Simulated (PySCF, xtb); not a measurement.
C2H6N2OSi, SMILES C[Si@@H](N)N=C=O. One conformer was computed; it need not be the lowest.

Harmonic wavenumbers (cm⁻¹) from GFN2-xTB (xtb) at its own minimum, in rising order: 37, 85, 108, 112, 187, 216, 248, 422, 497, 504, 620, 627, 668, 736, 780, 818, 855, 931, 1379, 1486, 1490, 1503, 1507, 2240, 2503, 3029, 3039, 3044, 3487, 3530.

Question: What does PBE-D3(BJ)/def2-SVP (PySCF) give at its own minimum? (The exact figures need the calculation; the answer reports its results.)

Answer: 38, 44, 148, 188, 241, 267, 301, 437, 537, 577, 581, 623, 691, 750, 810, 856, 867, 901, 1222, 1380, 1383, 1459, 1498, 2191, 2398, 2980, 3078, 3090, 3483, 3577. Paired by order, the mean absolute difference is 46 cm⁻¹ and the zero-point energies are 52.4 and 52.3 kcal/mol.
